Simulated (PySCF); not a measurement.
**SMILES N#C[C@H]1[SiH2]NC[C@H]1F, C4H7FN2Si**

Geometry:
| atom | x (Å) | y (Å) | z (Å) |
| --- | --- | --- | --- |
| N1 | 2.592 | 1.759 | 1.387 |
| C2 | 1.858 | 1.190 | 0.717 |
| C3 | 0.961 | 0.445 | -0.100 |
| Si4 | 0.596 | -1.342 | 0.516 |
| N5 | -0.903 | -1.306 | -0.314 |
| C6 | -1.381 | -0.006 | -0.738 |
| C7 | -0.443 | 1.043 | -0.147 |
| F8 | -0.863 | 1.313 | 1.141 |
| H9 | 1.361 | 0.413 | -1.116 |
| H10 | 0.561 | -1.402 | 1.976 |
| H11 | 1.510 | -2.304 | -0.095 |
| H12 | -1.583 | -2.044 | -0.353 |
| H13 | -2.397 | 0.186 | -0.378 |
| H14 | -1.379 | 0.067 | -1.833 |
| H15 | -0.495 | 1.998 | -0.685 |

Computed with TDDFT CAM-B3LYP/def2-SVPD circular dichroism and optical rotation, one conformer, gas phase in PySCF 2.14.0. Geometry: GFN2-xTB.

The molecule is flexible and this is one conformer; a measurement averages over conformers.

Stereocentres: C3 R, C7 R.

(1) Give the optical rotatory dispersion at 633, 589.3, 546, 436, 405, 365, 355 nm.

(2) And for the mirror image at 589.3 nm?

(3) What is the molar rotation [Φ] = [α]·M/100 of the geometry above at 589.3 nm?

Results:

(1) [α] in deg dm⁻¹ (g/mL)⁻¹:
```
λ (nm)  origin-invariant length gauge  modified velocity gauge  length gauge (centre of mass)  isotropic polarisability (au)
   633                          +24.0                    +23.3                          +24.0                           81.3
 589.3                          +28.7                    +27.9                          +28.7                           81.6
   546                          +35.0                    +34.0                          +35.0                           81.9
   436                          +66.1                    +64.4                          +66.2                           83.3
   405                          +83.3                    +81.2                          +83.4                           84.0
   365                         +118.6                   +115.8                         +118.7                           85.1
   355                         +131.2                   +128.1                         +131.3                           85.4
```

(2) -28.7 deg dm⁻¹ (g/mL)⁻¹ (origin-invariant length gauge): the same size and the opposite sign.

(3) With M = 130.20 g/mol, +37.4 deg cm² dmol⁻¹ (origin-invariant length gauge).

The first excitation lies at 5.97 eV (208 nm) with R = +1.3 × 10⁻⁴⁰ esu² cm² (velocity form).
